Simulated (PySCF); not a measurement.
A structure optimised at PBE-D3(BJ)/def2-TZVP, used in a PySCF frequency run:

```
Ga
O 1 1.8244
H 2 0.9727 1 111.86
O 1 1.8244 2 112.78 3 180.00
H 4 0.9727 1 111.86 2 180.00
```
Charge 0, spin multiplicity 2.

### Question
Write its SMILES, formula and point group.

### Answer
[OH][Ga][OH], GaH2O2, C2v

### Question
What are its rotational constants (standard atomic weights)?

### Answer
22.554, 5.9648, 4.7173 GHz
